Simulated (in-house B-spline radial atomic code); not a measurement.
Solving the quasi-particle equation for 5s up of neutral molybdenum

Configuration [Kr] 4d5 5s1, highest spin, start Hartree-Fock; correlation leaves out the 7 deepest shells. Computed with a B-spline radial code for spherical atoms: all electrons, scalar-relativistic (spin-free one-electron X2C), finite nucleus, each spin shell either full or empty, empty states to l = 9 with an (l + 1/2)⁻⁴ tail; G0W0 by contour deformation at full frequency.

RPA overbinds a lone outer s electron by self-correlation, and G0W0 tends to as well.

At the mean-field level ε = -6.484 eV the matrix elements are Σx = -9.784 eV, v_xc = -9.784 eV and Σc(ε) = -0.966 eV, and the slope of the correlation self-energy is dΣc/dω = -0.0465. The quasi-particle energy solves E = ε + Σx − v_xc + Σc(E).

**Question.** What does the linearised equation give?

**Answer.** Z = 1/(1 − dΣc/dω) = 1/1.0465 = 0.9556. The first-order shift is Σx − v_xc + Σc(ε) = -9.784 − (-9.784) + (-0.966) = -0.966 eV, so E ≈ ε + Z × shift = -6.484 + 0.9556 × (-0.966) = -7.407 eV.

**Question.** How does that compare with the full solution and with static screening?

**Answer.** Solving the equation at full frequency dependence gives E = -7.407 eV, where Σc = -0.923 eV and the weight is 0.955; the linearised value is off by 0 meV. Leaving Z out would give -7.450 eV. Static COHSEX puts -1.813 eV in place of Σc and gives -8.297 eV, 0.89 eV deeper. The tabulated removal energy is 7.092 eV (NIST, measured); the run leaves out spin-orbit coupling, Breit and QED terms.
